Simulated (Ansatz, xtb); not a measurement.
**C5H7AlO2: which of two structures lies lower**

Structure X: a singlet given by its coordinates. Structure Y: `C1=C[O][Al]([CH]2CC2)[O]1`, a singlet. Both are isolated molecules in the gas phase, relaxed with PBE-D3(BJ)/def2-SVP; the shapes shown needn't be the lowest conformers.

X (Å):

```xyz
15

C    -3.0335   -2.9580   -0.8058
C    -1.9046   -2.2234   -0.9300
C     0.1093    1.0612   -2.3003
C     0.8769    1.3253   -1.1512
C     0.4371    0.9559    0.1330
Al   -1.9427   -0.2691   -0.8404
O    -1.0227    0.4631   -2.3237
O    -0.6553    0.3451    0.4037
H    -4.0215   -2.4851   -0.6492
H    -3.0456   -4.0637   -0.8509
H    -0.9666   -2.7951   -1.0847
H    -3.3132    0.5187   -0.6213
H     0.4992    1.3957   -3.2881
H     1.8360    1.8493   -1.2578
H     1.0777    1.2099    1.0075
```

Close contacts (Å): C1–C2 1.35, C2–Al6 1.96, C3–C4 1.41, C3–O7 1.28, C4–C5 1.41, C5–O8 1.28, Al6–O7 1.89, Al6–O8 1.89, C1–H9 1.11, C1–H10 1.11, C2–H11 1.11, C3–H13 1.11, C4–H14 1.10, C5–H15 1.11, Al6–H12 1.60.

Y (Å):

```xyz
15

C    -2.5838   -2.0032   -1.7868
C    -1.3438   -2.5615   -1.7231
C    -0.4426    1.1949    0.3393
C     0.6381    1.0544    1.4150
C     0.9873    1.6902    0.1046
Al   -1.1476   -0.3347   -0.5911
O    -0.3549   -1.8296   -1.1012
O    -2.7421   -0.7538   -1.2241
H    -3.4736   -2.4582   -2.2473
H    -1.0589   -3.5462   -2.1233
H    -1.1749    1.9985    0.5341
H     1.0435    0.0534    1.6361
H     0.5477    1.7008    2.3025
H     1.6372    1.1340   -0.5907
H     1.1408    2.7808    0.0766
```

Quicker runs give these differences E(Y) − E(X): GFN2-xTB −2.2 kcal/mol; HF/STO-3G −18.9 kcal/mol (at GFN2-xTB geometries); r2SCAN-D4/def2-SVP +7.4 kcal/mol (at GFN2-xTB geometries).

Problem. Estimate E(Y) − E(X) at the level CCSD(T)/def2-SVP + ΔMP2/def2-TZVPP.

Solution. Calculated at CCSD(T)/def2-SVP + ΔMP2/def2-TZVPP: E(Y) − E(X) = +3.6 kcal/mol, so structure X lies lower.

How the difference moves with the method:

```csv
level,geometry,E(Y) − E(X) (kcal/mol),departure from the last row (kcal/mol),"job, with rough time for the two"
GFN2-xTB,GFN2-xTB,−2.2,−5.8,"optimisation, 0.45 s"
HF/STO-3G,GFN2-xTB,−18.9,−22.5,"single point, 0.63 s"
r2SCAN-D4/def2-SVP,GFN2-xTB,+7.4,+3.9,"single point, 2.6 s"
PBE-D3(BJ)/def2-SVP,PBE-D3(BJ)/def2-SVP,+8.5,+4.9,"optimisation, 32 s"
HF/def2-SVP,PBE-D3(BJ)/def2-SVP,+18.1,+14.5,part of the CCSD(T) run
MP2/def2-SVP,PBE-D3(BJ)/def2-SVP,+4.4,+0.8,part of the CCSD(T) run
CCSD(T)/def2-SVP,PBE-D3(BJ)/def2-SVP,+8.9,+5.3,single point
CCSD(T)/def2-SVP + ΔMP2/def2-TZVPP,PBE-D3(BJ)/def2-SVP,+3.6,,"single point, 56 s"
```

GFN2-xTB, HF/STO-3G put the two in the other order. The largest departure from CCSD(T)/def2-SVP + ΔMP2/def2-TZVPP is that of HF/STO-3G, 22.5 kcal/mol. The last row adds to CCSD(T) the change of the MP2 difference between the two basis sets, here −5.3 kcal/mol, a large step that makes the value less sure.

With thermal terms from frequencies at re-optimised GFN2-xTB minima (ideal gas, soft modes damped towards free rotors, one conformer each, 298.15 K, 1 atm): the zero-point term adds +4.8 kcal/mol; ΔH is +7.5 and ΔG +9.0 kcal/mol.

The correlated steps freeze 12 core orbitals. Programs: Ansatz 0.2.0, xtb 6.7.1; the last row on 4 threads of Intel(R) Xeon(R) Platinum 8488C (Sapphire Rapids) on a shared host.
